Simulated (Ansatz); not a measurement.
Cartesian coordinates in Å:
```
Cl 0.810 1.818 1.586
B 0.260 0.584 0.509
C -0.157 0.103 -0.807
C -0.148 -0.788 0.209
H -0.391 0.118 -1.863
H -0.373 -1.834 0.366
```

Total charge 0; spin multiplicity 1.

Task: List the ωB97M-V/def2-TZVPP orbital energies in eV (Ansatz 0.2.0). (An estimate is asked.)

Result: Computed: Occupied: -2772.00, -282.12, -282.10, -262.41, -199.89, -199.76, -199.73, -188.79, -26.33, -25.81, -18.52, -17.49, -15.23, -12.84, -12.59, -12.08, -11.20, -9.98. Lowest empty: 1.66, 2.41, 2.62, 3.46, 3.52, 4.66, 4.80, 4.91.
